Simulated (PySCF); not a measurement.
**Worked example: entropy of an ideal gas**

SnF2, SMILES [F][Sn][F] (connectivity only; charge and spin as stated), neutral, multiplicity 1.

Geometry: TPSSh-D3(BJ)/def2-TZVP. The isomer is the one that the SMILES or the coordinates give; other isomers of the formula were not compared. The def2 effective core potentials stand for the cores of Sn; spin–orbit coupling is left out.

TPSSh-D3(BJ)/def2-TZVP run with PySCF gives the harmonic wavenumbers 188, 580, 598 cm⁻¹ and the rotational temperatures 0.5003, 0.3062, 0.1900 K. The molar mass is 156.71 g/mol, the symmetry number 2, the spin multiplicity 1.

**Question.** Work out the entropy at 298.15 K and 1 atm in the rigid-rotor, harmonic-oscillator model.

**Answer.** 
Translation (Sackur–Tetrode at 1 atm): S = R[1.5 ln M + 2.5 ln T − 1.16487] = 171.8 J/(mol K).
Rotation: q = (√π/σ) T^1.5/√(θA θB θC) = 26700, S = R[ln q + 3/2] = 97.2 J/(mol K).
Vibration: with u = 1.4388 ν/T, each mode gives R[u/(e^u − 1) − ln(1 − e^−u)]:
| ν (cm⁻¹) | modes | u | S (J/(mol K)) |
|---|---|---|---|
| 188 | 1 | 0.91 | 9.40 |
| 580 | 1 | 2.80 | 2.03 |
| 598 | 1 | 2.89 | 1.90 |
These are all the modes. Sum 13.3 J/(mol K).
Spin: R ln 1 = 0.0 J/(mol K).
Total 282.3 J/(mol K); the program's own thermochemistry gives 282.3. Translation makes up 61 % and vibration 5 %. Anharmonicity, hindered rotation and orbital degeneracy are left out.
